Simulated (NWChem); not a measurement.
System: C2H2BrCl; SMILES C=C(Cl)Br

Input file for NWChem:

```
start job
memory heap 200 mb stack 900 mb global 1100 mb
geometry units angstroms
  C     -1.813643     0.804365     0.000000
  C     -0.502966     0.571149     0.000000
  Cl     0.670629     1.829856     0.000000
  Br     0.211029    -1.171335     0.000000
  H     -2.524923    -0.022264     0.000000
  H     -2.184948     1.830913     0.000000
end
basis spherical
  C library def2-svp
  Cl library def2-svp
  Br library def2-svp
  H library def2-svp
end
dft
  xc xpbe96 cpbe96
  iterations 150
end
driver
  maxiter 120
end
task dft optimize
task dft freq
```

Parts of the log:

```
             Northwest Computational Chemistry Package (NWChem) 7.3.0
             --------------------------------------------------------

 CS  symmetry detected

                             Geometry "geometry" -> ""
                             -------------------------

 Output coordinates in angstroms (scale by  1.889725989 to convert to a.u.)

  No.       Tag          Charge          X              Y              Z
 ---- ---------------- ---------- -------------- -------------- --------------
    1 C                    6.0000    -1.81081820     0.81411740     0.00000000
    2 C                    6.0000    -0.50176198     0.57196928     0.00000000
    3 Cl                  17.0000     0.68038889     1.82264424     0.00000000
    4 Br                  35.0000     0.20033437    -1.17534296     0.00000000
    5 H                    1.0000    -2.52771847    -0.00764214     0.00000000
    6 H                    1.0000    -2.17511451     1.84317348     0.00000000

 Effective nuclear repulsion energy (a.u.)     293.5240413886

      Symmetry information
      --------------------

 Group name             Cs
 Group number              2
 Group order               2
 No. of unique centers     6

                                Z-matrix (autoz)
                                --------

 Units are Angstrom for bonds and degrees for angles

      Type          Name      I     J     K     L     M      Value
      ----------- --------  ----- ----- ----- ----- ----- ----------
    1 Stretch                  1     2                       1.33126
    2 Stretch                  1     5                       1.09052
    3 Stretch                  1     6                       1.09164
    4 Stretch                  2     3                       1.72095
    5 Stretch                  2     4                       1.88309
    6 Bend                     1     2     3               122.90654
    7 Bend                     1     2     4               122.37107
    8 Bend                     2     1     5               120.62127
    9 Bend                     2     1     6               119.97454
   10 Bend                     3     2     4               114.72239
   11 Bend                     5     1     6               119.40418
   12 Torsion                  3     2     1     5         180.00000
   13 Torsion                  3     2     1     6          -0.00000
   14 Torsion                  4     2     1     5           0.00000
   15 Torsion                  4     2     1     6         180.00000

  pbe96 is a nonlocal functional; adding pw91lda local functional.

                           NWChem Geometry Optimization
                           ----------------------------

[...]

      ----------------------
      Optimization converged
      ----------------------

  Step       Energy      Delta E   Gmax     Grms     Xrms     Xmax
  ---- ---------------- -------- -------- -------- -------- --------
@    3   -3110.54968047 -1.6D-06  0.00022  0.00008  0.00091  0.00178
                                     ok       ok       ok       ok

                                Z-matrix (autoz)
                                --------

 Units are Angstrom for bonds and degrees for angles

[...]

 Rotational Constants
 --------------------
 A=   0.228200 cm-1  (  0.328322 K)
 B=   0.068783 cm-1  (  0.098962 K)
 C=   0.052853 cm-1  (  0.076042 K)

 Temperature                      =   298.15K
 frequency scaling parameter      =   1.0000

 Zero-Point correction to Energy  =   20.038 kcal/mol  (  0.031932 au)
 Thermal correction to Energy     =   22.889 kcal/mol  (  0.036475 au)
 Thermal correction to Enthalpy   =   23.481 kcal/mol  (  0.037419 au)

 Total Entropy                    =   73.198 cal/mol-K
   - Translational                =   40.722 cal/mol-K (mol. weight = 140.9010)
   - Rotational                   =   27.054 cal/mol-K (symmetry #  =        1)
   - Vibrational                  =    5.422 cal/mol-K

 Cv (constant volume heat capacity) =   14.761 cal/mol-K
   - Translational                  =    2.979 cal/mol-K
   - Rotational                     =    2.979 cal/mol-K
   - Vibrational                    =    8.802 cal/mol-K

[normal modes left out]

 ----------------------------------------------------------------------------
 Normal Eigenvalue ||           Projected Infra Red Intensities
  Mode   [cm**-1]  || [atomic units] [(debye/angs)**2] [(KM/mol)] [arbitrary]
 ------ ---------- || -------------- ----------------- ---------- -----------
    1        0.000 ||    0.000029           0.001         0.028       0.016
    2        0.000 ||    0.000088           0.002         0.086       0.047
    3        0.000 ||    0.000003           0.000         0.003       0.002
    4        0.000 ||    0.000054           0.001         0.052       0.029
    5        0.000 ||    0.000508           0.012         0.495       0.273
    6        0.000 ||    0.000091           0.002         0.089       0.049
    7      237.699 ||    0.000004           0.000         0.004       0.002
    8      334.183 ||    0.000065           0.001         0.063       0.035
    9      441.715 ||    0.006224           0.144         6.068       3.344
   10      523.903 ||    0.014800           0.341        14.428       7.950
   11      655.411 ||    0.000018           0.000         0.018       0.010
   12      726.989 ||    0.087287           2.014        85.091      46.889
   13      825.157 ||    0.041749           0.963        40.699      22.427
   14     1030.883 ||    0.101085           2.332        98.542      54.301
   15     1319.790 ||    0.000234           0.005         0.228       0.126
   16     1613.870 ||    0.079041           1.824        77.054      42.460
   17     3101.588 ||    0.003084           0.071         3.006       1.657
   18     3212.033 ||    0.000715           0.016         0.697       0.384
 ----------------------------------------------------------------------------
```

Level: PBE/def2-SVP. This build's default masses of Se (78.918 u) and Br (79.917 u) are each other's, which moves their modes by up to 0.6 %.
